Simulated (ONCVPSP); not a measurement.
# Potentials for chlorine compared

Generated with ld1.x 7.5 (TM, RRKJ, ultrasoft, PAW), atompaw 4.2 or ONCVPSP 4.0.1. The cutoff is in Ry: for ld1.x and atompaw files where the sum of valence levels is converged to 10 mRy in a Bessel basis, for ONCV files where the hardest occupied wave has 1 mHa per electron of residual kinetic energy. The error is the largest all-electron minus pseudo excitation energy over each file’s own four to seven test configurations (ionisations up to +4, promotions, holes and added fractions of an electron), all of which were solved. The labels leave out finer settings (local radius, basis sizes, second energies), which also bear on the numbers. Spin-polarised tests are not counted. The rows are a selection from randomly drawn settings: files with unsolved tests, undetermined cutoffs or missed reference levels are left out.

A true bound ghost makes a file unfit for plane-wave use even where its test errors are small: the radial tests pick states by their node count and pass the ghost by.

| potential | cutoff (Ry) | largest error (meV) | bound ghosts |
| --- | --- | --- | --- |
| ONCV, revPBE, scalar-relativistic, rc 0.75/0.70/0.75 (spd), local smoothed, core correction yes, reference 2s2 2p6 3s2 3p5, qcut 14.1/17.6/11.4, projectors 2/2/2 | 275 | +12 | none |
| ONCV, PBE, scalar-relativistic, rc 1.15/1.45 (sp), local smoothed, core correction no, reference 3s2 3p3, qcut 5.4/4.8, projectors 2/2 | 201 | +55 | s |
| ONCV, LDA (Perdew-Wang 92), scalar-relativistic, rc 1.30/1.05/1.05 (spd), local p, core correction yes, reference 3s2 3p5, qcut 6.3/9.3/10.3, projectors 2/0/2 | 85 | -67 | none |
| ONCV, BLYP, scalar-relativistic, rc 0.80/0.70/0.80 (spd), local smoothed, core correction yes, reference 2s2 2p6 3s2 3p5, qcut 11.6/20.2/12.8, projectors 2/2/1 | 332 | -669 | none |
| ONCV, PBE, scalar-relativistic, rc 1.05/1.45/1.25 (spd), local smoothed, core correction yes, reference 3s1.5 3p5.5, qcut 8/5.2/9.2, projectors 3/2/2 | 34 | +4.3 | s |
| ONCV, PBEsol, scalar-relativistic, rc 1.35/1.30/1.45 (spd), local smoothed, core correction yes, reference 3s2 3p5, qcut 4.2/6.9/7.1, projectors 2/1/2 | 154 | +174 | none |

**Question.** Fill in the row for Cl: ONCV, PBE, scalar-relativistic, rc 1.35/1.40/1.45 (spd), local smoothed, core correction no, reference 3s2 3p4, qcut 4.7/6.8/7.4, projectors 3/1/2.

**Answer.** cutoff 89 Ry, largest error +42 meV, bound ghosts: none.

**Question.** Fill in the row for Cl: ONCV, LDA (Perdew-Wang 92), scalar-relativistic, rc 1.35/1.55 (sp), local smoothed, core correction yes, reference 3s2 3p4.5, qcut 4.4/5.7, projectors 2/2.

**Answer.** cutoff 111 Ry, largest error +11 meV, bound ghosts: none.

**Question.** Fill in the row for Cl: ONCV, LDA (Perdew-Wang 92), scalar-relativistic, rc 1.10/1.40/1.10 (spd), local smoothed, core correction yes, reference 3s2 3p3, qcut 4.7/6.4/7.6, projectors 2/2/2.

**Answer.** cutoff 59 Ry, largest error +112 meV, bound ghosts: none.
